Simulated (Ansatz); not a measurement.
Input for Ansatz (a program for electronic structure): U-B3LYP/def2-TZVPP on BrHSi (SMILES [SiH]Br), a point of a bond scan (R = 2.286 Å).

Ansatz 0.2 input:
```yaml
crystal:
  periodic: [false, false, false]
  atoms:
    - {symbol: Si, position_ang: [-0.89669569, -0.76104712, 1.06218335]}
    - {symbol: H, position_ang: [-2.39042535, -1.46340952, -0.51944056]}
    - {symbol: Br, position_ang: [0.41275014, 0.33954138, -0.42509526]}
basis:
  gaussian:
    orbitals: def2-TZVPP
hamiltonian:
  xc: {name: B3LYP}
magnetization: {spin_polarized: true, initial_magnetization: 0}
```

The head of its log:

```
WARN ansatz: RAYON_NUM_THREADS=1 ignored (pool sized by the plan → 1); use --threads N
Functional definition: B3LYP
integrals: 0.03 GiB planned
763 factors; their error is unknown
mean field: 0.45 GiB planned
mean field evaluation 1: about -77938.3769 eV, gradient 1.0e1 eV
mean field evaluation 2: about -77936.1191 eV, gradient 1.8e1 eV
```

Problem. What total energy does the run end on?

Solution. -2864.2360 hartree.
